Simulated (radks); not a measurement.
Results of a calculation; reference values are marked as such.
Valence configurations of Sc (all share [Ar]). Level of theory: Dirac Kohn-Sham, PBE, spin-unpolarised, spherical densities, finite nucleus; open shells fill j = l - 1/2 first; Fermi nuclear charge, rms radius 3.5459 fm (a radial shooting solver on a logarithmic mesh with Libxc functionals). Order these by energy: 3d1 4s2; 3d1.5 4s1 4p0.5; 3d0.5 4s1 4p1.5; 3d1 4s1.5 4p0.5; 3d1 4s1 4p1; 3d2 4s1; 4s2 4p1; 3d0.5 4p2.5; 3d1 4p2; 3d0.5 4s2 4p0.5.

Answer. From the lowest, in eV above it: 3d1 4s2 0.000; 3d0.5 4s2 4p0.5 1.275; 3d1 4s1.5 4p0.5 1.365; 3d2 4s1 1.659; 3d1.5 4s1 4p0.5 1.941; 3d1 4s1 4p1 2.762; 4s2 4p1 3.459; 3d0.5 4s1 4p1.5 4.331; 3d1 4p2 5.636; 3d0.5 4p2.5 7.510. NIST lists [Ar] 3d1 4s2 as the ground configuration; this level of theory agrees among the configurations tried. The energies are those of spherical spin-averaged densities, not of single terms.
